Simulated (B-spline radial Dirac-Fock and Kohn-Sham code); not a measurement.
Elastic electron scattering at 300 keV, Ni to Te

The computed values come from a radial B-spline solver: relativistic (Dirac) partial waves in the static field of the Dirac-Fock atom with Furness-McCarthy exchange, without polarisation or absorption potentials. σ_tr1 and σ_tr2 weight the cross section with 1 − P₁ and 1 − P₂ of cos θ; "backward" is the share scattered beyond 90°.

```csv
Z,element,σ (a₀²),σ_tr1 (a₀²),σ_tr2 (a₀²),backward (%),dσ/dΩ at 90° (a₀²/sr)
28,Ni,0.116,0.000120,0.000321,0.0047,2.13e-06
29,Cu,0.108,0.000128,0.000343,0.0055,2.31e-06
30,Zn,0.116,0.000137,0.000366,0.0055,2.50e-06
31,Ga,0.128,0.000146,0.000390,0.0054,2.70e-06
32,Ge,0.138,0.000156,0.000415,0.0054,2.91e-06
33,As,0.146,0.000165,0.000441,0.0055,3.13e-06
34,Se,0.153,0.000176,0.000467,0.0057,3.36e-06
35,Br,0.159,0.000186,0.000494,0.0058,3.61e-06
36,Kr,0.164,0.000197,0.000522,0.0061,3.86e-06
37,Rb,0.195,0.000208,0.000551,0.0055,4.13e-06
38,Sr,0.220,0.000220,0.000581,0.0052,4.41e-06
40,Zr,0.237,0.000244,0.000643,0.0055,5.02e-06
41,Nb,0.233,0.000256,0.000675,0.0059,5.34e-06
42,Mo,0.236,0.000269,0.000707,0.0062,5.68e-06
43,Tc,0.251,0.000282,0.000741,0.0062,6.03e-06
44,Ru,0.242,0.000295,0.000775,0.0068,6.40e-06
45,Rh,0.245,0.000309,0.000809,0.0072,6.79e-06
46,Pd,0.235,0.000323,0.000844,0.0079,7.19e-06
47,Ag,0.248,0.000337,0.000881,0.0080,7.61e-06
48,Cd,0.260,0.000352,0.000918,0.0081,8.05e-06
49,In,0.279,0.000367,0.000955,0.0080,8.51e-06
50,Sn,0.294,0.000382,0.000994,0.0080,8.99e-06
51,Sb,0.307,0.000398,0.00103,0.0081,9.49e-06
52,Te,0.318,0.000414,0.00107,0.0082,1.00e-05
```
